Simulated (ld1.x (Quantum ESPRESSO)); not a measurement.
# Reading a pseudo-wave (silicon)

Columns: radius, all-electron u(r) and pseudo u(r) of the 3s shell (level -10.81 eV) of silicon in the configuration [Ne] 3s2 3p2; PBE, scalar-relativistic, PAW scheme, ld1.x (Quantum ESPRESSO) 7.5.

```json
{"r (bohr)": "0.125", "all-electron": "0.0631", "pseudo": "0.0528"}
{"r (bohr)": "0.250", "all-electron": "-0.2326", "pseudo": "0.1071"}
{"r (bohr)": "0.375", "all-electron": "-0.3383", "pseudo": "0.1640"}
{"r (bohr)": "0.500", "all-electron": "-0.2776", "pseudo": "0.2244"}
{"r (bohr)": "0.625", "all-electron": "-0.1312", "pseudo": "0.2882"}
{"r (bohr)": "0.750", "all-electron": "0.0432", "pseudo": "0.3548"}
{"r (bohr)": "0.875", "all-electron": "0.2130", "pseudo": "0.4229"}
{"r (bohr)": "1.000", "all-electron": "0.3622", "pseudo": "0.4903"}
{"r (bohr)": "1.125", "all-electron": "0.4847", "pseudo": "0.5545"}
{"r (bohr)": "1.250", "all-electron": "0.5800", "pseudo": "0.6129"}
{"r (bohr)": "1.375", "all-electron": "0.6502", "pseudo": "0.6625"}
{"r (bohr)": "1.500", "all-electron": "0.6981", "pseudo": "0.7010"}
{"r (bohr)": "1.625", "all-electron": "0.7262", "pseudo": "0.7264"}
{"r (bohr)": "1.750", "all-electron": "0.7376", "pseudo": "0.7376"}
{"r (bohr)": "1.875", "all-electron": "0.7354", "pseudo": "0.7354"}
{"r (bohr)": "2.000", "all-electron": "0.7223", "pseudo": "0.7223"}
{"r (bohr)": "2.125", "all-electron": "0.7010", "pseudo": "0.7010"}
{"r (bohr)": "2.250", "all-electron": "0.6736", "pseudo": "0.6736"}
{"r (bohr)": "2.375", "all-electron": "0.6419", "pseudo": "0.6419"}
{"r (bohr)": "2.500", "all-electron": "0.6074", "pseudo": "0.6074"}
{"r (bohr)": "2.625", "all-electron": "0.5714", "pseudo": "0.5714"}
{"r (bohr)": "2.750", "all-electron": "0.5347", "pseudo": "0.5347"}
{"r (bohr)": "2.875", "all-electron": "0.4982", "pseudo": "0.4982"}
{"r (bohr)": "3.000", "all-electron": "0.4625", "pseudo": "0.4625"}
{"r (bohr)": "3.125", "all-electron": "0.4279", "pseudo": "0.4279"}
{"r (bohr)": "3.250", "all-electron": "0.3947", "pseudo": "0.3947"}
```

(1) How many radial nodes do the two functions have?

(2) At about which radius was the pseudo-wave matched?

(3) Is the pseudo-wave norm-conserving?

## Answers

(1) The all-electron 3s function has n − l − 1 = 2; the pseudo-wave has 0, since the states of the same l below it are removed with the core.

(2) 1.70 bohr, where the columns begin to agree (steps of 0.12 bohr).

(3) No, it belongs to a PAW set: the norm inside the radius is not constrained, and the difference is carried by the augmentation charge.
